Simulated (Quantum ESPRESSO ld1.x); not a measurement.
The nuclear charge of the thallium ion Tl+ is varied continuously with 80 electrons held in [Hg]. Calculated with ld1.x of Quantum ESPRESSO 7.5: Dirac Kohn-Sham, PBE, spin-unpolarised, spherical densities, point nucleus. By the Hellmann-Feynman theorem dE/dZ = E(electron-nucleus)/Z, the electronic potential at the nucleus.

Z     E (hartree)  E(electron-nucleus)/Z (hartree)   HOMO  e(HOMO) (eV)  <r> HOMO (bohr)
80      -19662.16                         -620.225  6s1/2        -6.829            2.698
80.5    -19973.84                         -626.507  6s1/2       -11.344            2.526
81      -20288.67                         -632.813  6s1/2       -16.311            2.389
81.5    -20606.66                         -639.147  6s1/2       -21.684            2.275
82      -20927.82                         -645.512  6s1/2       -27.432            2.177

The central difference of E at Z = 81 is -632.818 hartree, to compare with the third column; the second derivative is -12.6 hartree.
